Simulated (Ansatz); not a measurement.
Isomers of C3H10OSi, relaxed with PBE0-D4/def2-TZVP in Ansatz; electronic energies, one conformer each and not always the lowest. Functionals use def2-TZVPP; CBS adds triple-zeta CCSD(T) − MP2 to the MP2 limit of def2-TZVPP and def2-QZVPP.

**Question.** Order them by energy at frozen-core CCSD(T)/CBS, lowest first. (Best estimate.)
A. `CO[SiH](C)C`
B. `CC(C)O[SiH3]`
C. `C[Si](C)(C)O`

**Answer.** C (0.0 kcal/mol), A (24.7 kcal/mol), B (41.0 kcal/mol).

**Question.** How do B2PLYP, PBE-D4, ωB97M-V, B3LYP place them (kcal/mol, against `C[Si](C)(C)O`)? (Estimate.)

**Answer.** The calculation gave: 
| isomer | B2PLYP | PBE-D4 | ωB97M-V | B3LYP |
| --- | --- | --- | --- | --- |
| `CC(C)O[SiH3]` | 40.0 | 41.2 | 41.7 | 39.2 |
| `CO[SiH](C)C` | 23.2 | 23.8 | 24.3 | 22.1 |

B3LYP here is the variant with VWN-RPA as its local correlation; programs differ in this.
